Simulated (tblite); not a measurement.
Record of a relaxation.

Compound: C3H8BFSi.
SMILES with atom numbers: `[BH2:1][Si@@H:2]1[CH2:3][CH2:4][C@@H:5]1[F:6]` (hydrogens: H7, H8 on B1; H9 on Si2; H10, H11 on C3; H12, H13 on C4; H14 on C5)

Computed with GFN2-xTB (tblite), gas phase: L-BFGS steps from a force-field or distance-geometry start until the largest atomic force falls under 0.01 eV/Å. 14 of its 127 geometries are shown.

Step 0: E = -492.8809 eV, largest atomic force 3.791 eV/Å
```
atom  x, y, z in Å  |  force x, y, z in eV/Å
B1      2.201    0.173    0.472    0.767  -0.022  -0.382
Si2     0.673    0.493   -0.665    2.256   0.539  -0.274
C3     -0.895    0.989    0.150   -2.006   2.803   1.578
C4     -1.202   -0.413    0.590   -0.858   0.084   0.605
C5     -0.528   -0.927   -0.634   -0.186  -1.707  -0.805
F6      0.030   -2.163   -0.445   -0.222  -1.106  -0.569
H7      3.147    0.887    0.387   -0.340  -0.239   0.252
H8      2.343   -0.880    0.965    0.008   0.200   0.250
H9      0.938    0.965   -2.001   -0.035   0.336  -0.614
H10    -0.864    1.664    1.019   -0.204   0.329  -0.476
H11    -1.678    1.327   -0.574    0.572   0.000   0.687
H12    -2.285   -0.582    0.693    0.363  -0.346   0.082
H13    -0.686   -0.684    1.542   -0.330   0.064  -0.826
H14    -1.195   -0.849   -1.521    0.214  -0.934   0.491
```

Step 10: E = -493.5149 eV, largest atomic force 0.252 eV/Å
```
atom  x, y, z in Å  |  force x, y, z in eV/Å
B1      2.284    0.154    0.409   -0.022   0.005   0.033
Si2     0.712    0.503   -0.685   -0.059   0.006  -0.009
C3     -0.915    1.075    0.214    0.108   0.018  -0.038
C4     -1.220   -0.388    0.566   -0.054  -0.030  -0.139
C5     -0.527   -0.994   -0.659    0.049  -0.045   0.009
F6     -0.047   -2.281   -0.481    0.036  -0.057   0.099
H7      3.194    0.881    0.451    0.056   0.067  -0.030
H8      2.364   -0.829    1.033    0.001  -0.010   0.067
H9      0.892    1.038   -2.046   -0.091   0.077  -0.026
H10    -0.912    1.773    1.043    0.162  -0.032   0.190
H11    -1.649    1.447   -0.496   -0.002  -0.026  -0.084
H12    -2.273   -0.640    0.667   -0.104   0.019   0.026
H13    -0.703   -0.688    1.483   -0.054   0.010  -0.161
H14    -1.200   -1.052   -1.520   -0.025  -0.001   0.063
```

Step 19: E = -493.5587 eV, largest atomic force 0.190 eV/Å
```
atom  x, y, z in Å  |  force x, y, z in eV/Å
B1      2.293    0.170    0.406   -0.040  -0.005  -0.042
Si2     0.723    0.475   -0.711   -0.088  -0.048  -0.032
C3     -0.872    1.063    0.219    0.090   0.088   0.030
C4     -1.256   -0.386    0.517    0.060  -0.053  -0.042
C5     -0.536   -1.022   -0.670    0.022  -0.118  -0.056
F6     -0.053   -2.292   -0.397    0.120  -0.084   0.048
H7      3.200    0.906    0.424   -0.002   0.020  -0.042
H8      2.361   -0.767    1.104   -0.023   0.042   0.012
H9      0.774    1.112   -2.043    0.032  -0.073   0.016
H10    -0.792    1.691    1.096    0.012   0.125   0.142
H11    -1.583    1.521   -0.463   -0.047   0.034   0.002
H12    -2.322   -0.597    0.607    0.016   0.017  -0.047
H13    -0.751   -0.718    1.424   -0.121  -0.048   0.097
H14    -1.188   -1.155   -1.535   -0.031   0.104  -0.087
```

Step 29: E = -493.5954 eV, largest atomic force 0.126 eV/Å
```
atom  x, y, z in Å  |  force x, y, z in eV/Å
B1      2.283    0.210    0.366    0.058   0.033  -0.001
Si2     0.721    0.428   -0.756   -0.070   0.099   0.036
C3     -0.788    1.046    0.291   -0.032   0.014  -0.002
C4     -1.297   -0.391    0.465   -0.017  -0.031   0.014
C5     -0.523   -1.061   -0.672   -0.006  -0.020  -0.038
F6      0.004   -2.293   -0.311    0.000  -0.039  -0.001
H7      3.183    0.948    0.300    0.112   0.041  -0.024
H8      2.320   -0.604    1.200    0.000  -0.043   0.042
H9      0.682    1.073   -2.081    0.047  -0.055  -0.047
H10    -0.611    1.587    1.216    0.012  -0.067   0.061
H11    -1.484    1.637   -0.297   -0.049   0.036  -0.048
H12    -2.378   -0.506    0.395   -0.033   0.029   0.033
H13    -0.965   -0.820    1.408   -0.012   0.025   0.080
H14    -1.147   -1.253   -1.545   -0.011  -0.024  -0.105
```

Step 39: E = -493.6072 eV, largest atomic force 0.047 eV/Å
```
atom  x, y, z in Å  |  force x, y, z in eV/Å
B1      2.303    0.246    0.358    0.006  -0.014  -0.020
Si2     0.715    0.435   -0.747   -0.020   0.018   0.012
C3     -0.793    1.042    0.310   -0.028  -0.017   0.020
C4     -1.327   -0.394    0.449    0.013  -0.015  -0.014
C5     -0.526   -1.065   -0.674    0.022   0.004  -0.007
F6      0.008   -2.293   -0.300   -0.038  -0.001   0.025
H7      3.233    0.945    0.251    0.010   0.008  -0.042
H8      2.326   -0.543    1.218    0.021  -0.011   0.041
H9      0.701    1.010   -2.107   -0.001   0.006   0.027
H10    -0.587    1.525    1.262   -0.009   0.007   0.003
H11    -1.486    1.676   -0.237    0.001  -0.004  -0.025
H12    -2.408   -0.486    0.353    0.004   0.005  -0.028
H13    -1.036   -0.829    1.404    0.013  -0.008   0.007
H14    -1.125   -1.271   -1.564    0.006   0.022   0.002
```

Step 48: E = -493.6134 eV, largest atomic force 0.061 eV/Å
```
atom  x, y, z in Å  |  force x, y, z in eV/Å
B1      2.336    0.255    0.352   -0.010   0.015  -0.020
Si2     0.718    0.432   -0.708   -0.015   0.038   0.000
C3     -0.805    1.039    0.329   -0.020  -0.049   0.015
C4     -1.353   -0.394    0.433   -0.001  -0.046  -0.025
C5     -0.524   -1.065   -0.664    0.039  -0.011  -0.035
F6     -0.033   -2.305   -0.272    0.032   0.007  -0.021
H7      3.272    0.920    0.140    0.034  -0.025   0.001
H8      2.381   -0.478    1.261    0.033   0.005   0.023
H9      0.705    0.991   -2.076   -0.008   0.022   0.039
H10    -0.613    1.497    1.298   -0.005   0.012  -0.044
H11    -1.487    1.691   -0.213    0.042  -0.015  -0.017
H12    -2.429   -0.484    0.296   -0.035   0.030   0.024
H13    -1.087   -0.847    1.387   -0.043   0.023   0.036
H14    -1.083   -1.253   -1.584   -0.044  -0.005   0.022
```

Step 58: E = -493.6211 eV, largest atomic force 0.041 eV/Å
```
atom  x, y, z in Å  |  force x, y, z in eV/Å
B1      2.385    0.264    0.344   -0.018  -0.005  -0.004
Si2     0.724    0.428   -0.653    0.015   0.003  -0.015
C3     -0.823    1.023    0.347   -0.013   0.005   0.010
C4     -1.391   -0.404    0.421    0.012  -0.012  -0.011
C5     -0.526   -1.069   -0.653    0.032   0.010  -0.023
F6     -0.044   -2.314   -0.269   -0.008   0.017   0.012
H7      3.337    0.854    0.008    0.010  -0.021  -0.009
H8      2.472   -0.381    1.314   -0.015   0.001   0.001
H9      0.700    1.012   -2.011    0.002   0.016  -0.003
H10    -0.659    1.480    1.320   -0.009  -0.006   0.014
H11    -1.471    1.687   -0.221   -0.015  -0.013   0.000
H12    -2.463   -0.475    0.237   -0.003   0.017   0.005
H13    -1.180   -0.864    1.384    0.003   0.007   0.017
H14    -1.065   -1.240   -1.589    0.007  -0.020   0.005
```

Step 68: E = -493.6242 eV, largest atomic force 0.073 eV/Å
```
atom  x, y, z in Å  |  force x, y, z in eV/Å
B1      2.393    0.272    0.326    0.003  -0.029   0.001
Si2     0.719    0.445   -0.648    0.039  -0.027   0.001
C3     -0.820    1.015    0.372   -0.060   0.042  -0.002
C4     -1.407   -0.405    0.400   -0.011  -0.013   0.000
C5     -0.513   -1.074   -0.648    0.050   0.031  -0.034
F6     -0.012   -2.297   -0.221   -0.005   0.027  -0.015
H7      3.373    0.761   -0.086   -0.017  -0.034   0.020
H8      2.460   -0.291    1.349    0.001   0.026  -0.032
H9      0.684    1.045   -2.000   -0.022  -0.008   0.017
H10    -0.659    1.437    1.360    0.032   0.003   0.012
H11    -1.467    1.700   -0.170   -0.018   0.036  -0.018
H12    -2.470   -0.445    0.168   -0.021  -0.035  -0.006
H13    -1.250   -0.883    1.364    0.011  -0.008   0.035
H14    -1.030   -1.280   -1.589    0.019  -0.012   0.019
```

Step 78: E = -493.6318 eV, largest atomic force 0.086 eV/Å
```
atom  x, y, z in Å  |  force x, y, z in eV/Å
B1      2.389    0.236    0.305   -0.040  -0.049   0.058
Si2     0.706    0.519   -0.620   -0.008   0.007  -0.006
C3     -0.870    1.035    0.374   -0.012   0.012  -0.002
C4     -1.406   -0.408    0.394    0.003   0.009   0.007
C5     -0.466   -1.046   -0.631   -0.005   0.002  -0.013
F6      0.083   -2.240   -0.181    0.004   0.006  -0.018
H7      3.409    0.484   -0.205    0.031   0.004  -0.008
H8      2.423   -0.224    1.380    0.018   0.033  -0.010
H9      0.664    1.146   -1.958   -0.022  -0.016  -0.014
H10    -0.729    1.458    1.366   -0.012  -0.010  -0.005
H11    -1.535    1.701   -0.172    0.013  -0.004   0.008
H12    -2.462   -0.497    0.137    0.018   0.013   0.006
H13    -1.254   -0.875    1.367    0.011  -0.005  -0.006
H14    -0.952   -1.289   -1.579    0.002  -0.001   0.003
```

Step 87: E = -493.6332 eV, largest atomic force 0.021 eV/Å
```
atom  x, y, z in Å  |  force x, y, z in eV/Å
B1      2.389    0.229    0.308    0.002   0.007  -0.003
Si2     0.704    0.530   -0.614   -0.008   0.003  -0.010
C3     -0.875    1.037    0.379    0.002   0.000   0.007
C4     -1.405   -0.407    0.389   -0.008   0.000   0.008
C5     -0.458   -1.041   -0.633   -0.011  -0.005   0.000
F6      0.101   -2.230   -0.182   -0.015  -0.001  -0.005
H7      3.409    0.423   -0.231   -0.008  -0.012   0.015
H8      2.429   -0.180    1.402   -0.001   0.019  -0.006
H9      0.643    1.143   -1.957    0.011   0.010  -0.004
H10    -0.741    1.451    1.376    0.012   0.001   0.002
H11    -1.541    1.706   -0.162    0.013  -0.013  -0.003
H12    -2.459   -0.494    0.125   -0.005  -0.011  -0.006
H13    -1.259   -0.880    1.359    0.011  -0.001   0.011
H14    -0.940   -1.288   -1.581    0.006   0.004  -0.005
```

Step 97: E = -493.6349 eV, largest atomic force 0.028 eV/Å
```
atom  x, y, z in Å  |  force x, y, z in eV/Å
B1      2.392    0.235    0.305    0.024   0.002  -0.007
Si2     0.704    0.540   -0.606   -0.015  -0.008  -0.015
C3     -0.877    1.031    0.391    0.002   0.019  -0.013
C4     -1.407   -0.414    0.385   -0.005   0.001   0.004
C5     -0.453   -1.036   -0.637   -0.006  -0.026   0.009
F6      0.098   -2.231   -0.192    0.007   0.011  -0.018
H7      3.409    0.297   -0.270   -0.021  -0.003   0.008
H8      2.437   -0.051    1.437    0.001   0.001   0.020
H9      0.638    1.158   -1.948    0.010   0.002   0.016
H10    -0.749    1.438    1.391    0.007  -0.012  -0.015
H11    -1.540    1.704   -0.150   -0.017  -0.001   0.012
H12    -2.459   -0.503    0.114   -0.002   0.011  -0.009
H13    -1.268   -0.896    1.351    0.023   0.004   0.002
H14    -0.925   -1.273   -1.593   -0.009  -0.002   0.007
```

Step 107: E = -493.6365 eV, largest atomic force 0.036 eV/Å
```
atom  x, y, z in Å  |  force x, y, z in eV/Å
B1      2.374    0.227    0.319   -0.007   0.008  -0.014
Si2     0.700    0.556   -0.612   -0.004  -0.003  -0.005
C3     -0.886    1.034    0.380    0.002   0.008   0.000
C4     -1.387   -0.422    0.396   -0.001   0.003   0.001
C5     -0.448   -1.028   -0.650   -0.004   0.000  -0.004
F6      0.110   -2.233   -0.245    0.002   0.018   0.003
H7      3.383    0.138   -0.264    0.011   0.003  -0.017
H8      2.416    0.069    1.475   -0.007  -0.007   0.035
H9      0.654    1.187   -1.948    0.008  -0.007   0.007
H10    -0.760    1.455    1.375   -0.001  -0.003  -0.004
H11    -1.571    1.685   -0.161    0.010  -0.002  -0.002
H12    -2.444   -0.533    0.156   -0.002  -0.008   0.009
H13    -1.204   -0.893    1.361    0.004  -0.007  -0.005
H14    -0.938   -1.242   -1.603   -0.010  -0.003  -0.004
```

Step 116: E = -493.6370 eV, largest atomic force 0.013 eV/Å
```
atom  x, y, z in Å  |  force x, y, z in eV/Å
B1      2.367    0.221    0.326   -0.001  -0.001   0.003
Si2     0.700    0.556   -0.616    0.003  -0.003   0.003
C3     -0.890    1.038    0.371    0.004   0.003  -0.001
C4     -1.379   -0.421    0.405    0.002   0.003   0.002
C5     -0.454   -1.024   -0.655    0.002   0.003  -0.003
F6      0.109   -2.230   -0.259   -0.001   0.001   0.002
H7      3.380    0.161   -0.253    0.011   0.002  -0.003
H8      2.402    0.030    1.479   -0.011   0.002   0.000
H9      0.674    1.188   -1.951   -0.011  -0.005   0.005
H10    -0.770    1.475    1.359    0.004  -0.006  -0.001
H11    -1.577    1.675   -0.183    0.002  -0.005  -0.004
H12    -2.440   -0.544    0.190    0.001  -0.006  -0.001
H13    -1.170   -0.887    1.367   -0.001   0.004   0.005
H14    -0.954   -1.235   -1.602   -0.005   0.007  -0.006
```

Step 126: E = -493.6374 eV, largest atomic force 0.009 eV/Å
```
atom  x, y, z in Å  |  force x, y, z in eV/Å
B1      2.359    0.218    0.334   -0.006   0.002  -0.003
Si2     0.702    0.551   -0.625    0.002  -0.004   0.000
C3     -0.885    1.040    0.361    0.001  -0.001  -0.003
C4     -1.367   -0.421    0.414    0.000   0.000   0.000
C5     -0.459   -1.023   -0.660    0.000   0.001   0.000
F6      0.099   -2.237   -0.283    0.003  -0.005   0.005
H7      3.385    0.189   -0.224    0.007   0.000   0.000
H8      2.370    0.002    1.482    0.002  -0.001   0.003
H9      0.675    1.178   -1.962    0.000   0.002  -0.002
H10    -0.766    1.490    1.344    0.001  -0.001   0.000
H11    -1.575    1.665   -0.201   -0.007   0.002  -0.001
H12    -2.431   -0.555    0.225   -0.006   0.006  -0.003
H13    -1.133   -0.877    1.376    0.005  -0.006   0.005
H14    -0.974   -1.220   -1.603   -0.002   0.006  -0.001
```

Q: Summarise the path.

A: The energy falls by 0.7565 eV from step 0 to step 126; nine tenths of that is first reached at step 20. It never rises by more than 0.2 meV. The largest force goes from 3.791 to 0.009 eV/Å. Among the bonds Si2–C3 changes most (a near tie, within 0.001 Å, with another), from 1.836 to 1.931 Å; the atoms move by 0.492 Å rms after alignment.

Q: Follow the three bonds and two angles with the largest change from start to end.

A: 
```
step  E above end (eV)  largest force (eV/Å)  Si2–C3 (Å)  Si2–C5 (Å)  C4–C5 (Å)  C3–C4–C5 (°)  F6–C5–H14 (°)
   0            0.7565                 3.791       1.836       1.861      1.489          89.4          114.7
   5            0.1697                 0.349       1.944       1.944      1.532          95.7          106.5
  11            0.1170                 0.209       1.948       1.949      1.532          96.3          105.7
  16            0.0912                 0.163       1.938       1.951      1.526          97.3          106.3
  22            0.0646                 0.176       1.935       1.958      1.534          97.8          105.1
  27            0.0494                 0.203       1.935       1.939      1.530          98.9          105.8
  33            0.0349                 0.082       1.935       1.950      1.532          99.0          105.5
  38            0.0306                 0.064       1.941       1.947      1.533          99.3          105.2
  44            0.0271                 0.070       1.937       1.947      1.532          99.6          105.6
  49            0.0231                 0.104       1.938       1.948      1.530          99.6          105.4
  55            0.0170                 0.050       1.938       1.950      1.532          99.2          105.6
  60            0.0160                 0.030       1.936       1.950      1.532          99.3          105.4
  66            0.0142                 0.047       1.936       1.954      1.531          99.6          105.5
  71            0.0109                 0.092       1.932       1.954      1.532          99.8          105.0
  77            0.0062                 0.081       1.933       1.955      1.531          99.8          105.4
  82            0.0049                 0.032       1.933       1.954      1.531          99.7          105.4
  88            0.0041                 0.019       1.933       1.954      1.531          99.8          105.4
  93            0.0034                 0.040       1.931       1.954      1.531          99.9          105.3
  99            0.0020                 0.037       1.932       1.957      1.530          99.7          105.4
 104            0.0012                 0.041       1.932       1.956      1.530          99.7          105.5
 110            0.0006                 0.025       1.931       1.956      1.530          99.7          105.4
 115            0.0004                 0.016       1.931       1.957      1.530          99.6          105.4
 121            0.0002                 0.014       1.932       1.956      1.530          99.5          105.5
 126            0.0000                 0.009       1.931       1.956      1.530          99.4          105.4
```

What follows is the cost of the whole relaxation. Hardware: an Arm Neoverse V2 with one thread, on a shared host. Cost: 0.55 s wall.
